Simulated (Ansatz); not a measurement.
Bond stretch in GeH, doublet.

Methods: UKS-BLYP = unrestricted BLYP/cc-pVDZ (Ansatz, a first-principles code); UKS-PBE0 = unrestricted PBE0/cc-pVDZ (Ansatz); UCCSD = CCSD on UHF/cc-pVDZ, cores with 3d frozen in Ansatz.

Total energies in hartree (comparable only within one method and basis):

| R / Å | UKS-BLYP | UKS-PBE0 | UCCSD |
|---|---|---|---|
| 1.19 | -2077.47354 | -2077.15085 | -2075.86230 |
| 1.28 | -2077.51214 | -2077.18924 | -2075.90161 |
| 1.35 | -2077.53173 | -2077.20845 | -2075.92120 |
| 1.42 | -2077.54465 | -2077.22085 | -2075.93379 |
| 1.52 | -2077.55471 | -2077.22997 | -2075.94299 |
| 1.55 | -2077.55625 | -2077.23120 | -2075.94422 |
| 1.60 | -2077.55765 | -2077.23206 | -2075.94505 |
| 1.63 | -2077.55788 | -2077.23195 | -2075.94493 |
| 1.69 | -2077.55721 | -2077.23059 | -2075.94355 |
| 1.77 | -2077.55450 | -2077.22692 | -2075.93987 |
| 1.88 | -2077.54843 | -2077.21948 | -2075.93253 |
| 1.97 | -2077.54219 | -2077.21210 | -2075.92535 |
| 2.15 | -2077.52804 | -2077.19570 | -2075.90969 |
| 2.44 | -2077.50466 | -2077.16923 | -2075.88526 |
| 2.64 | -2077.49010 | -2077.15470 | -2075.87166 |
| 2.83 | -2077.47876 | -2077.14521 | -2075.86210 |
| 3.21 | -2077.46419 | -2077.13475 | -2075.85202 |
| 3.59 | -2077.45667 | -2077.13050 | -2075.84878 |
| 3.88 | -2077.45346 | -2077.12916 | -2075.84794 |
| 4.29 | -2077.45097 | -2077.12836 | -2075.84749 |
| 4.82 | -2077.44974 | -2077.12802 | -2075.84731 |
| 5.69 | -2077.44936 | -2077.12790 | -2075.84724 |
| 6.43 | -2077.44932 | -2077.12789 | -2075.84723 |

The unrestricted determinant behind UKS-BLYP is spin-contaminated at 2.83 to 6.43 Å (<S²> up to 1.8, against 0.75 for a pure doublet). The unrestricted determinant behind UKS-PBE0 is spin-contaminated at 2.64 to 6.43 Å (<S²> up to 1.8, against 0.75 for a pure doublet). The unrestricted determinant behind UCCSD is spin-contaminated at 2.15 to 6.43 Å (<S²> up to 1.8, against 0.75 for a pure doublet).
